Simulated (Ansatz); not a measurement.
CH$_{5}$Al$_{2}$FSe. Charge 0, multiplicity 1. Correlated methods include outer-core shells of Se, which these sets cover unevenly. Scalar relativity is left out up to krypton. The bonds changed during the relaxation, so this is another structure than the one it started from.

Z-matrix (Å, degrees):
```
Al
C 1 1.955
Al 1 2.785 2 82.5
Se 1 2.439 2 54.9 3 -52.7
H 1 1.686 2 105.1 3 31.3
H 1 1.568 2 136.4 3 -167.8
F 2 1.362 1 120.3 3 156.5
H 2 1.089 1 126.8 3 -47.0
H 3 1.582 1 113.8 2 50.3
H 3 1.579 1 114.3 2 -151.7
```

Q: Give the diagnostics of a CCSD(T)/def2-TZVPP run (frozen core, Ansatz 0.2.0). (Estimate.)

A: Ansatz gave: T1 = 0.0118, largest single amplitude 0.021, largest double 0.021, (T) share of the correlation energy 3.7 %, 10 CCSD cycles. The RHF solution is stable towards an unrestricted one. T1 lies under the customary mark of 0.02 for closed shells.
